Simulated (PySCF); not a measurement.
Choosing a basis for TDDFT

CH5AlClN.
Atom-mapped SMILES: `[CH3:1][NH:2][AlH:3][Cl:4]` (hydrogens: H5, H6, H7 on C1; H8 on N2; H9 on Al3)

TDDFT with PBE0 (PySCF), vertical singlets, core orbitals frozen in the response, spherical d and f functions. Isolated species at its PBE0-D3(BJ)/def2-SVP geometry (one conformer only).

How do the low singlets change with the basis? Take 6-31G*, def2-SVP, 6-31+G*, def2-SVPD, aug-cc-pVDZ, def2-TZVP and def2-TZVPD.

| basis | functions | diffuse | S1 (eV) | S2 (eV) | S3 (eV) | S4 (eV) | S5 (eV) | LUMO (eV) | α (au) |
| --- | --- | --- | --- | --- | --- | --- | --- | --- | --- |
| 6-31G* | 74 | no | 5.74 | 5.87 | 6.73 | 6.95 | 7.67 | -0.42 | 49.6 |
| def2-SVP | 89 | no | 5.84 | 6.01 | 6.83 | 6.93 | 7.69 | -0.31 | 49.4 |
| 6-31+G* | 90 | yes | 5.56 | 5.57 | 6.16 | 6.85 | 6.89 | -0.67 | 54.9 |
| def2-SVPD | 131 | yes | 5.64 | 5.72 | 6.39 | 6.89 | 7.23 | -0.59 | 62.2 |
| aug-cc-pVDZ | 145 | yes | 5.50 | 5.51 | 5.98 | 6.57 | 6.78 | -0.70 | 63.0 |
| def2-TZVP | 166 | no | 5.64 | 5.84 | 6.51 | 6.89 | 7.58 | -0.52 | 57.8 |
| def2-TZVPD | 208 | yes | 5.55 | 5.57 | 6.18 | 6.84 | 6.98 | -0.63 | 63.1 |

States are compared by their number. Against the largest diffuse basis here (def2-TZVPD, itself not a converged limit), sets without diffuse functions differ by up to 0.29 eV in S1 and 0.71 eV in S5; the smaller diffuse sets differ by up to 0.09 and 0.26 eV. State by state, the largest deviation of a set without diffuse functions is S1 0.29, S2 0.44, S3 0.65, S4 0.11, S5 0.71 eV. The same number needn't mean the same state in each row. Against def2-TZVPD the polarisability deviates by -21% in 6-31G*, -22% in def2-SVP, -13% in 6-31+G*, -2% in def2-SVPD, 0% in aug-cc-pVDZ, -8% in def2-TZVP. A single + in a Pople set puts diffuse functions on heavy atoms only.
